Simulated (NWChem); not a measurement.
System: BeH2SeO; SMILES [OH][Be][SeH]

Here is an NWChem input.

```
start job
memory heap 200 mb stack 900 mb global 1100 mb
geometry units angstroms noautoz
  Be    -0.027732    -1.227033    -0.044760
  O     -0.063652    -2.629946    -0.128004
  H     -0.096996    -3.429305     0.389971
  Se     0.065318     0.802402     0.047175
  H     -1.404508     0.888870     0.005241
end
basis spherical
  Be library def2-tzvp
  O library def2-tzvp
  H library def2-tzvp
  Se library def2-tzvp
end
dft
  xc m06-2x
  iterations 150
  mulliken
end
task dft energy
```

Parts of the log:

```
             Northwest Computational Chemistry Package (NWChem) 7.3.0
             --------------------------------------------------------

 C1  symmetry detected

                             Geometry "geometry" -> ""
                             -------------------------

 Output coordinates in angstroms (scale by  1.889725989 to convert to a.u.)

  No.       Tag          Charge          X              Y              Z
 ---- ---------------- ---------- -------------- -------------- --------------
    1 Be                   4.0000     0.00892669    -1.20371713    -0.01400001
    2 O                    8.0000     0.01783345    -2.60925099    -0.04192702
    3 H                    1.0000     0.02829606    -3.38813975     0.50726107
    4 Se                  34.0000     0.03616649     0.82971913    -0.00342825
    5 H                    1.0000    -1.43633098     0.86656582     0.00071565

 Effective nuclear repulsion energy (a.u.)     113.1977641373

                                 NWChem DFT Module
                                 -----------------

 Summary of "ao basis" -> "ao basis" (spherical)
 ------------------------------------------------------------------------------
       Tag                 Description            Shells   Functions and Types
 ---------------- ------------------------------  ------  ---------------------
 Be                        def2-tzvp                 9       19   5s3p1d
 O                         def2-tzvp                11       31   5s3p2d1f
 H                         def2-tzvp                 4        6   3s1p
 Se                        def2-tzvp                16       48   6s5p4d1f

            General Information
            -------------------
          SCF calculation type: DFT
          Wavefunction type:  closed shell.
          No. of atoms     :     5
          No. of electrons :    48
           Alpha electrons :    24
            Beta electrons :    24
          Charge           :     0
          Spin multiplicity:     1
          Use of symmetry is: off; symmetry adaption is: off
          Maximum number of iterations: 150
          AO basis - number of functions:   110
                     number of shells:    44
          Convergence on energy requested:  1.00D-06
          Convergence on density requested:  1.00D-05
          Convergence on gradient requested:  5.00D-04

              XC Information
              --------------
                       M06-2X Method XC Functional
                     Hartree-Fock (Exact) Exchange  0.540
                        M06-2X Exchange Functional  1.000
                      M06-2X Correlation Potential  1.000

             Grid Information
             ----------------
          Grid used for XC integration:  medium
          Radial quadrature: Mura-Knowles
          Angular quadrature: Lebedev.
          Tag              B.-S. Rad. Rad. Pts. Rad. Cut. Ang. Pts.
          ---              ---------- --------- --------- ---------
          Be                  1.05       49           9.0       434
          O                   0.60       49          11.0       434
          H                   0.35       45          12.0       434
          Se                  1.15      112          12.0       590
          Grid pruning is: on
          Number of quadrature shells:   300
          Spatial weights used:  Erf1

      Superposition of Atomic Density Guess
      -------------------------------------

 Sum of atomic energies:       -2490.16303209

      Non-variational initial energy
      ------------------------------

 Total energy =   -2490.870450
 1-e energy   =   -3691.121876
 2-e energy   =    1087.053662
 HOMO         =      -0.311346
 LUMO         =      -0.024142

     ---------------------------------------------
      Total Density - Mulliken Population Analysis
     ---------------------------------------------

    Atom       Charge   Shell Charges
 -----------   ------   -------------------------------------------------------
    1 Be   4     3.43   1.02  0.96  0.43  0.27  0.02  0.57  0.01  0.04  0.11
    2 O    8     8.85   0.79  1.18  0.58  0.97  0.17  2.10  2.28  0.77  0.00  0.00  0.00
    3 H    1     0.56   0.19  0.26  0.06  0.05
    4 Se  34    34.40   2.00  2.00  1.16  0.78  0.98  0.89  6.00  5.93  1.00  2.42  1.19  8.96  1.04  0.00  0.03  0.00
    5 H    1     0.77   0.18  0.41  0.16  0.02

   convergence    iter        energy       DeltaE   RMS-Dens  Diis-err
 ---------------- ----- ----------------- --------- --------- ---------
 d= 0,ls=0.0,diis     1  -2492.7717225924 -2.61D+03  7.34D-03  1.10D+00
 d= 0,ls=0.0,diis     2  -2492.7640986075  7.62D-03  3.72D-03  1.06D+00
 d= 0,ls=0.0,diis     3  -2492.8525178811 -8.84D-02  7.30D-04  5.37D-02
 d= 0,ls=0.0,diis     4  -2492.8568959898 -4.38D-03  1.97D-04  8.97D-04
 d= 0,ls=0.0,diis     5  -2492.8570235225 -1.28D-04  6.24D-05  1.03D-04
  Resetting Diis
 d= 0,ls=0.0,diis     6  -2492.8570380166 -1.45D-05  1.97D-05  5.84D-06
 d= 0,ls=0.0,diis     7  -2492.8570389044 -8.88D-07  7.02D-06  6.33D-07

         Total DFT energy =    -2492.857038904383
      One electron energy =    -3694.706590726280
           Coulomb energy =     1188.138495034686
    Exchange-Corr. energy =      -99.486707350082
 Nuclear repulsion energy =      113.197764137293

 Numeric. integr. density =       48.000013910692

                       DFT Final Molecular Orbital Analysis
                       ------------------------------------

 Vector   22  Occ=2.000000D+00  E=-4.154412D-01
              MO Center= -4.1D-02, -2.2D+00, -2.4D-02, r^2= 1.8D+00
   Bfn.  Coefficient  Atom+Function         Bfn.  Coefficient  Atom+Function
  ----- ------------  ---------------      ----- ------------  ---------------
    25      0.423503  2 O  px                28      0.369908  2 O  px
    31      0.267864  2 O  px                 6     -0.125790  1 Be px
    72     -0.100915  4 Se px               106      0.075768  5 H  s
    66      0.070573  4 Se px                69     -0.058821  4 Se px
    73      0.052274  4 Se py               105      0.051562  5 H  s

 Vector   23  Occ=2.000000D+00  E=-3.633147D-01
              MO Center=  2.1D-02,  6.8D-01, -8.3D-03, r^2= 2.0D+00
   Bfn.  Coefficient  Atom+Function         Bfn.  Coefficient  Atom+Function
  ----- ------------  ---------------      ----- ------------  ---------------
    73      0.413602  4 Se py                67     -0.276339  4 Se py
     7      0.247310  1 Be py                62      0.235499  4 Se s
    70      0.232134  4 Se py                76      0.227193  4 Se py
    61      0.159806  4 Se s                  3     -0.143564  1 Be s
    72      0.111400  4 Se px                60     -0.095889  4 Se s

 Vector   24  Occ=2.000000D+00  E=-3.003503D-01
              MO Center= -3.3D-03,  6.5D-01, -7.1D-03, r^2= 2.1D+00
   Bfn.  Coefficient  Atom+Function         Bfn.  Coefficient  Atom+Function
  ----- ------------  ---------------      ----- ------------  ---------------
    74      0.491673  4 Se pz                77      0.334019  4 Se pz
    68     -0.307308  4 Se pz                71      0.260979  4 Se pz
     8     -0.101373  1 Be pz                65      0.093672  4 Se pz
    27     -0.053897  2 O  pz                16      0.049456  1 Be d -1
    30     -0.042723  2 O  pz                24      0.031622  2 O  s

 Vector   25  Occ=0.000000D+00  E=-6.696803D-03
              MO Center=  1.5D-02, -1.4D+00,  1.2D-01, r^2= 1.0D+01
   Bfn.  Coefficient  Atom+Function         Bfn.  Coefficient  Atom+Function
  ----- ------------  ---------------      ----- ------------  ---------------
     5      1.868562  1 Be s                  4     -1.690728  1 Be s
    19      0.283601  1 Be d  2              32      0.237567  2 O  py
    24      0.232070  2 O  s                 61     -0.222526  4 Se s
    76     -0.161329  4 Se py                17      0.158522  1 Be d  0
    53      0.130565  3 H  s                107      0.117487  5 H  s

 Vector   26  Occ=0.000000D+00  E= 2.994315D-02
              MO Center= -2.9D-01, -5.6D-01,  8.4D-03, r^2= 4.7D+00
   Bfn.  Coefficient  Atom+Function         Bfn.  Coefficient  Atom+Function
  ----- ------------  ---------------      ----- ------------  ---------------
   107      0.784864  5 H  s                 12      0.621260  1 Be px
    62     -0.363281  4 Se s                  6     -0.352131  1 Be px
    75      0.311509  4 Se px                 5     -0.236970  1 Be s
    31     -0.226678  2 O  px                53     -0.184916  3 H  s
    76     -0.184451  4 Se py               106      0.183983  5 H  s

 Vector   27  Occ=0.000000D+00  E= 5.144283D-02
              MO Center=  1.7D-03, -9.7D-01, -2.6D-03, r^2= 4.7D+00
   Bfn.  Coefficient  Atom+Function         Bfn.  Coefficient  Atom+Function
  ----- ------------  ---------------      ----- ------------  ---------------
    14      0.909849  1 Be pz                77     -0.422516  4 Se pz
     8     -0.410392  1 Be pz                53     -0.241690  3 H  s
    33     -0.230121  2 O  pz                74     -0.144228  4 Se pz
    24      0.141702  2 O  s                 27     -0.125071  2 O  pz
    13     -0.115572  1 Be py                68      0.104140  4 Se pz

     ---------------------------------------------
      Total Density - Mulliken Population Analysis
     ---------------------------------------------

    Atom       Charge   Shell Charges
 -----------   ------   -------------------------------------------------------
    1 Be   4     3.72   1.02  0.96  0.38  0.18 -0.00  0.92  0.01  0.08  0.17
    2 O    8     8.43   0.79  1.18  0.56  0.91  0.20  1.92  1.99  0.87  0.00  0.01  0.00
    3 H    1     0.68   0.25  0.34  0.04  0.06
    4 Se  34    34.31   2.00  2.00  1.14  0.80  0.97  0.92  6.00  5.93  1.00  2.35  1.13  8.97  1.00  0.04  0.04  0.01
    5 H    1     0.87   0.23  0.47  0.15  0.02

[...]
```

Level: M06-2X/def2-TZVP. Structure relaxed at the PBE0/def2-SVP level.
